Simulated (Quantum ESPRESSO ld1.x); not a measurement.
The numbers below are computed, except where a source is named.
Excited configurations of neutral titanium: one electron is placed in a higher orbital outside [Ar] 3d2 4s1. The ground configuration is [Ar] 3d2 4s2. Level of theory: Dirac Kohn-Sham, relativistic LDA (MacDonald-Vosko exchange, VWN5 correlation), spin-unpolarised, spherical densities, point nucleus; open shells are shared between the two j in proportion to 2j + 1 (ld1.x of Quantum ESPRESSO 7.5). Excitation = E - E(ground); binding = E(ion) - E, where the ion is the core of charge +1; n* = 1/sqrt(2 binding) in atomic units, and the quantum defect is n - n*. Eigenvalue and <r> are those of j = l + 1/2.

outer orbital  excitation (eV)  binding (eV)     n*  quantum defect  eigenvalue (eV)  <r> (bohr)
4p                       3.128         4.393  1.760           2.240           -2.145       4.610
4d                       5.844         1.677  2.848           1.152           -0.726       9.637
5s                       5.110         2.411  2.376           2.624           -1.412       8.984
5p                       5.743         1.778  2.766           2.234           -1.012       11.39
5d                       6.482         1.039  3.619           1.381           -0.582       18.57
6s                       6.237         1.283  3.256           2.744           -0.797       17.18
6p                       6.495         1.026  3.641           2.359           -0.633       20.74
6f                       7.057         0.464  5.416           0.584           -0.291       43.49
7s                       6.718         0.803  4.117           2.883           -0.521       28.00
7p                       6.848         0.673  4.497           2.503           -0.436       32.72
7f                       7.171         0.350  6.233           0.767           -0.230       60.57

Estimate the row for 6d.

Answer. excitation (eV) 6.833; binding (eV) 0.688; n* 4.446; quantum defect 1.554; eigenvalue (eV) -0.426; <r> (bohr) 30.17. The Delta-SCF ionisation energy is 7.521 eV (NIST Atomic Spectra Database: 6.828 eV, measured). Self-interaction in the functional shifts the binding energies and quantum defects, so they are the method's values and not measured ones. Spin polarisation and multiplet splitting are left out, so open shells lie too high by an amount that depends on their filling.

Beside tabulated values, note that spin-unpolarised runs miss the spin-polarisation part of the exchange energy of open shells.
